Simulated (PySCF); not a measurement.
SrLi⁻: frontier orbitals

ωB97X at R = 3.951 Å; basis Sr def2-SVPD with ECP28, Li def2-SVPD; scalar-relativistic core potentials; PySCF 2.14. State: ¹Σ⁺ (singlet), closed shell. Only the outer orbitals are listed, counted within each symmetry, core potentials removing the inner ones.

```tsv
orbital	occ.	ε (eV)	on Sr (%)	main shells (%)
1σ	2	-53.42	0	100 Li s
2σ	2	-44.09	100	100 Sr s
1π	2	-24.31	100	100 Sr p
1π	2	-24.31	100	100 Sr p
3σ	2	-24.22	100	100 Sr p
4σ	2	-2.69	68	70 Sr s, 29 Li s
5σ	2	-0.87	57	40 Sr p, 39 Li s, 13 Sr s
2π	0	2.74	95	95 Sr p
2π	0	2.74	95	95 Sr p
6σ	0	2.87	70	74 Sr p, 35 Li s
```

Task: Which are the highest filled and the lowest empty level, where do they sit, and how wide is the gap?

Result: Highest filled 5σ at -0.87 eV (in %: 40 Sr p, 39 Li s, 13 Sr s); lowest empty 2π at 2.74 eV (in %: 95 Sr p); the gap at ωB97X is 3.61 eV. An empty level above zero is unbound, and its energy depends on the basis.

```
bond order (Mayer)                                                                                                 : 1.13
⟨S²⟩                                                                                                               : 0.000
charge on Sr (Mulliken, basis-dependent)                                                                           : -0.50
charge on Sr (Löwdin, basis-dependent)                                                                             : -0.59
dipole moment (positive dipole points towards Li; it is taken about the centre of mass and depends on that origin) : -6.57 D
```

Closed-shell solutions of metal pairs were not tested for spin polarisation, which can lower them a little.
